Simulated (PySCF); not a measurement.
Run record for 1-chloro-3-pentanone (`CCC(=O)CCCl`): PW91/def2-SVPD, TDA, 1 singlet.

Method: TDA PW91/def2-SVPD, vertical, gas phase, core orbitals frozen in the response (PySCF 2.14.0, density-fitted response routines). Geometry: GFN2-xTB. A driver script takes a list of jobs; this job's settings line and coordinates (Å) are shown.

Command:
```bash
OMP_NUM_THREADS=1 python probes_run.py task.json out
```

Input:
```
{"job": {"kind": "uv", "xc": "PW91", "basis": "def2-SVPD", "nstates": 1, "ntriplets": 5, "tda": true}, "charge": 0, "multiplicity": 1}
C     -2.576289     0.065409    -0.328595
C     -1.269223    -0.456062     0.254467
C     -0.062413     0.211328    -0.368910
O     -0.139646     1.051891    -1.225878
C      1.271217    -0.271497     0.181435
C      2.429980     0.443370    -0.492408
Cl     3.985188    -0.138928     0.156341
H     -2.605323    -0.113724    -1.400264
H     -2.658085     1.136773    -0.164441
H     -3.425956    -0.428717     0.135359
H     -1.183099    -1.533814     0.096544
H     -1.235984    -0.284155     1.332953
H      1.350411    -1.349294     0.023511
H      1.293823    -0.096203     1.259206
H      2.433457     0.255300    -1.565507
H      2.384344     1.517266    -0.314744
```

Output:
```
coarse grid: 13720 points
cycle   1  E = -730.6400645176  dE =  5.711e-01  |g| = 8.813e-01  |ddm| = 6.472e+00
cycle   2  E = -729.6540475637  dE =  9.860e-01  |g| = 2.266e+00  |ddm| = 6.852e+00
cycle   3  E = -730.7775218517  dE = -1.123e+00  |g| = 3.756e-01  |ddm| = 6.527e+00
cycle   4  E = -730.8098726551  dE = -3.235e-02  |g| = 1.069e-01  |ddm| = 7.315e-01
cycle   5  E = -730.8123885469  dE = -2.516e-03  |g| = 2.743e-02  |ddm| = 2.091e-01
cycle   6  E = -730.8125835718  dE = -1.950e-04  |g| = 8.031e-03  |ddm| = 7.527e-02
cycle   7  E = -730.8125988285  dE = -1.526e-05  |g| = 2.633e-03  |ddm| = 1.739e-02
cycle   8  E = -730.8126004320  dE = -1.603e-06  |g| = 7.658e-04  |ddm| = 5.790e-03
final grid: 127344 points
cycle   9  E = -730.9361470570  dE = -4.556e-05  |g| = 1.480e-02  |ddm| = 2.347e-01
cycle  10  E = -730.9359158708  dE =  2.312e-04  |g| = 3.650e-02  |ddm| = 6.471e-02
cycle  11  E = -730.9361875245  dE = -2.717e-04  |g| = 6.186e-03  |ddm| = 4.986e-02
cycle  12  E = -730.9361959505  dE = -8.426e-06  |g| = 6.285e-04  |ddm| = 8.160e-03
cycle  13  E = -730.9361960592  dE = -1.087e-07  |g| = 2.268e-04  |ddm| = 1.850e-03
cycle  14  E = -730.9361960714  dE = -1.219e-08  |g| = 6.481e-05  |ddm| = 4.581e-04
cycle  15  E = -730.9361960724  dE = -1.038e-09  |g| = 1.550e-05  |ddm| = 1.464e-04
cycle  16  E = -730.9361960725  dE = -5.707e-11  |g| = 4.696e-06  |ddm| = 4.201e-05
converged SCF energy = -730.9361960725

Static polarisability (au): isotropic 80.918, principal 63.018 76.157 103.577

Singlet excitations
state   eV       nm        f      main configurations
  1   4.3251    286.7   0.00004   H->L 0.99

Triplet excitations (Tamm-Dancoff, eV): 3.7664 5.1857 5.3125 5.3169 5.7998
```

The SCF starts on a coarse grid where the log names one; the energy can jump when the final grid takes over, and dE then counts from the start density on the new grid. H and L stand for HOMO and LUMO; the number after each pair is its weight.

Problem. How does the lowest singlet excitation compare with the HOMO–LUMO gap?

Solution. HOMO -6.08 eV and LUMO -1.98 eV give a gap of 4.10 eV; S1 at 4.33 eV lies 0.23 eV above it.

Problem. Give S1 in cm⁻¹ and kJ/mol.

Solution. 4.3251 eV × 8065.54 = 34884 cm⁻¹; × 96.485 = 417.3 kJ/mol.

In short: SCF converged in 16 cycles with 222 basis and 799 fitting functions; HOMO -6.08 eV, LUMO -1.98 eV; lowest singlet 4.33 eV; lowest triplet 3.77 eV (Tamm–Dancoff); mean polarisability 80.9 au.

Problem. How long does this job take on one thread of an Intel Xeon Platinum 8488C, shared host? And the peak memory of the process?

Solution. About 38 s, with 0.72 GiB resident at the peak, the Python interpreter and its libraries included.

Conformer computed: `[CH3:1][CH2:2][C:3](=[O:4])[CH2:5][CH2:6][Cl:7]`: C1–C2–C3–O4 0°, C2–C3–C5–C6 180°, C3–C5–C6–Cl7 180°.

One conformer stands for the species.
